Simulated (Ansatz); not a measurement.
`N[Si@@H](F)S[Si@@H](N)F`. The species carries charge 0 and has multiplicity 1. Geometry: relaxed with PBE0-D4/def2-TZVP. It is one conformer, not always the lowest.

```xyz
13

N    -2.480   -0.026    0.158
Si   -1.472    0.082   -1.200
F    -2.228    0.975   -2.282
S     0.390    1.135   -0.983
Si    1.450   -0.329    0.117
N     2.498    0.479    1.163
F     0.347   -1.246    0.852
H    -2.859    0.810    0.575
H    -2.246   -0.710    0.861
H    -1.221   -1.274   -1.723
H     2.233   -1.278   -0.698
H     3.335    0.054    1.523
H     2.251    1.330    1.636
```

(1) What is the dipole moment at B3LYP/def2-TZVPP? (Estimate.)

(2) And with PBE, r2SCAN, ωB97M-V? (An estimate is asked.)

(3) Give the Mulliken charges with B3LYP, r2SCAN, PBE in def2-TZVPP. (An estimate is asked.)

Results:

(1) Computed: 3.48 D, with components (1.68, -0.03, 3.04) D in this frame, pointing from negative to positive charge.

(2) Computed: PBE 3.45 D, r2SCAN 3.50 D, ωB97M-V 3.49 D.

(3) The calculation gave: 
```csv
atom,B3LYP,r2SCAN,PBE
N1,-0.37,-0.42,-0.35
Si2,0.69,0.70,0.57
F3,-0.32,-0.32,-0.27
S4,-0.35,-0.36,-0.31
Si5,0.66,0.68,0.55
N6,-0.39,-0.44,-0.37
F7,-0.33,-0.33,-0.28
H8,0.14,0.16,0.15
H9,0.15,0.16,0.16
H10,-0.08,-0.08,-0.08
H11,-0.08,-0.09,-0.08
H12,0.14,0.16,0.15
H13,0.15,0.17,0.16
```

B3LYP here is the variant with VWN-RPA as its local correlation; programs differ in this.
